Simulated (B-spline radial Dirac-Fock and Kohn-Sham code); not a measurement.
Auger parameter of europium: the L3 level and its strongest L3-MM line

Level of theory: Dirac-Fock ΔSCF + Breit + QED; a radial B-spline solver. The modified Auger parameter α′ is the binding energy plus the kinetic energy of the Auger electron; it does not depend on the energy zero. For free ions it tends to fall with charge, since less charge screens the final holes.

| species | configuration | binding 2p3/2 (eV) | Auger line | kinetic (eV) | α′ (eV) |
| --- | --- | --- | --- | --- | --- |
| Eu | [Xe] 4f7 6s2 | 6980.7 | M4M5 J=4 | 4618.8 | 11599.6 |
| Eu | [Xe] 4f6 5d1 6s2 | 6989.0 | M4M5 J=4 | 4606.8 | 11595.9 |
| Eu | [Xe] 4f8 6s1 | 6971.5 | M4M5 J=4 | 4632.6 | 11604.1 |
| Eu⁺ | [Xe] 4f7 6s1 | 6987.5 | M4M5 J=4 | 4610.7 | 11598.3 |
| Eu²⁺ | [Xe] 4f7 | 6995.4 | M4M5 J=4 | 4601.8 | 11597.2 |
| Eu²⁺ | [Xe] 4f5 6s2 | 7020.2 | M4M5 J=4 | 4568.6 | 11588.8 |
| Eu²⁺ | [Xe] 4f5 5d2 | 7013.1 | M4M5 J=4 | 4576.4 | 11589.6 |
| Eu²⁺ | [Xe] 4f6 5d1 | 7003.8 | M4M5 J=4 | 4589.6 | 11593.4 |
| Eu²⁺ (Watson 1.6 Å) | [Xe] 4f7 | 6977.6 | M4M5 J=4 | 4619.7 | 11597.3 |
| Eu²⁺ (Watson 3 Å) | [Xe] 4f7 | 6985.8 | M4M5 J=4 | 4611.4 | 11597.2 |
| Eu³⁺ | [Xe] 4f6 | 7016.1 | M4M5 J=4 | 4576.0 | 11592.0 |
| Eu³⁺ | [Xe] 4f5 6p1 | 7030.5 | M4M5 J=4 | 4557.4 | 11587.9 |
| Eu³⁺ | [Xe] 4f5 5d1 | 7025.6 | M4M5 J=4 | 4562.6 | 11588.2 |
| Eu³⁺ | [Xe] 4f5 6s1 | 7029.4 | M4M5 J=4 | 4558.4 | 11587.9 |
| Eu³⁺ (Watson 1.6 Å) | [Xe] 4f6 | 6989.2 | M4M5 J=4 | 4602.9 | 11592.1 |
| Eu⁴⁺ | [Xe] 4f5 | 7039.4 | M4M5 J=4 | 4547.6 | 11587.0 |
| Eu⁵⁺ | [Kr] 4d10 4f5 5s2 5p5 | 7057.1 | M4M5 J=4 | 4529.4 | 11586.5 |
| Eu⁶⁺ | [Kr] 4d10 4f5 5s2 5p4 | 7075.6 | M4M5 J=4 | 4510.4 | 11586.0 |
| Eu⁷⁺ | [Kr] 4d10 4f5 5s2 5p3 | 7095.0 | M4M5 J=4 | 4490.7 | 11585.7 |

Values without a named source are computed, but for edge energies of neutral atoms, which are taken from tables.
